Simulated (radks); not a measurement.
The cerium ion Ce3+, configuration [Xe] 4f1. Calculated with a radial shooting solver on a logarithmic mesh with Libxc functionals: scalar-relativistic Kohn-Sham, PW91, spin-polarised, spherical densities, finite nucleus; open shells are filled with parallel spins first (spin-orbit coupling, left out, can overturn this in heavy ions); Fermi nuclear charge, rms radius 4.8771 fm.

Normalised radial functions P(r) = r R(r), r in bohr:

r,4d down,5s up,5p down
0.001772,0.0000,0.0561,0.0019
0.002047,0.0000,0.0628,0.0024
0.002364,0.0001,0.0701,0.0031
0.00273,0.0001,0.0780,0.0040
0.003153,0.0001,0.0865,0.0052
0.003641,0.0002,0.0954,0.0066
0.004239,0.0003,0.1052,0.0086
0.004895,0.0004,0.1146,0.0110
0.005653,0.0006,0.1239,0.0140
0.006529,0.0010,0.1327,0.0179
0.00754,0.0014,0.1405,0.0227
0.008708,0.0021,0.1467,0.0287
0.01006,0.0031,0.1506,0.0361
0.01161,0.0046,0.1513,0.0453
0.01341,0.0067,0.1477,0.0563
0.01549,0.0099,0.1387,0.0695
0.01789,0.0144,0.1232,0.0849
0.02066,0.0208,0.1002,0.1026
0.02386,0.0299,0.0691,0.1224
0.02756,0.0427,0.0296,0.1435
0.03182,0.0603,-0.0175,0.1650
0.03675,0.0842,-0.0702,0.1852
0.04245,0.1161,-0.1250,0.2017
0.04902,0.1577,-0.1767,0.2114
0.05661,0.2106,-0.2182,0.2105
0.06538,0.2758,-0.2415,0.1951
0.07551,0.3530,-0.2382,0.1616
0.0879,0.4449,-0.1984,0.1044
0.1015,0.5363,-0.1237,0.0299
0.1172,0.6230,-0.0172,-0.0594
0.1354,0.6920,0.1085,-0.1538
0.1564,0.7268,0.2318,-0.2387
0.1806,0.7094,0.3243,-0.2959
0.2086,0.6229,0.3571,-0.3068
0.2409,0.4565,0.3084,-0.2579
0.2782,0.2105,0.1735,-0.1464
0.3213,-0.1004,-0.0283,0.0153
0.371,-0.4452,-0.2530,0.1980
0.4285,-0.7806,-0.4400,0.3599
0.4948,-1.0585,-0.5283,0.4559
0.5715,-1.2364,-0.4757,0.4499
0.66,-1.2896,-0.2772,0.3278
0.7622,-1.2200,0.0303,0.1048
0.8803,-1.0541,0.3784,-0.1783
1.017,-0.8337,0.6890,-0.4664
1.174,-0.6031,0.8987,-0.7051
1.356,-0.3978,0.9746,-0.8541
1.566,-0.2373,0.9193,-0.8941
1.823,-0.1219,0.7562,-0.8247
2.105,-0.0571,0.5560,-0.6827
2.431,-0.0232,0.3617,-0.5068
2.808,-0.0080,0.2067,-0.3366
3.243,-0.0023,0.1032,-0.1996
3.745,-0.0005,0.0445,-0.1047
4.325,-0.0001,0.0159,-0.0466
4.995,0.0000,0.0046,-0.0172
5.769,0.0000,0.0011,-0.0052
6.662,0.0000,0.0002,-0.0013
7.694,0.0000,0.0000,-0.0002

4d down: eigenvalue -133.66 eV, 1 radial node at r = 0.307 bohr, <r> = 0.744 bohr, 90 % of the charge inside 1.12 bohr. 5s up: eigenvalue -63.979 eV, 4 radial nodes at r = 0.0302, 0.120, 0.315, 0.752 bohr, <r> = 1.50 bohr, 90 % of the charge inside 2.14 bohr. 5p down: eigenvalue -45.791 eV, 3 radial nodes at r = 0.107, 0.317, 0.806 bohr, <r> = 1.72 bohr, 90 % of the charge inside 2.48 bohr.
